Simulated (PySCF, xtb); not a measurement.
C2H7BrSi, SMILES CC[SiH2]Br. One conformer was computed; it need not be the lowest.

Harmonic wavenumbers (cm⁻¹) from GFN2-xTB run with xtb 6.7.1 at its own minimum, in rising order: 60, 127, 230, 279, 409, 482, 594, 675, 726, 762, 774, 983, 1024, 1073, 1238, 1292, 1427, 1478, 1506, 1515, 2318, 2331, 2954, 2974, 3017, 3021, 3030.

### Question
What does PBE-D3(BJ)/def2-SVP in PySCF give at its own minimum? (The exact figures need the calculation; the answer reports its results.)

### Answer
79, 134, 218, 273, 403, 526, 624, 638, 714, 812, 910, 946, 960, 1032, 1201, 1210, 1345, 1373, 1424, 1427, 2164, 2176, 2963, 2969, 3020, 3055, 3061. Paired by order, the mean absolute difference is 51 cm⁻¹ and the zero-point energies are 51.9 and 51.0 kcal/mol.
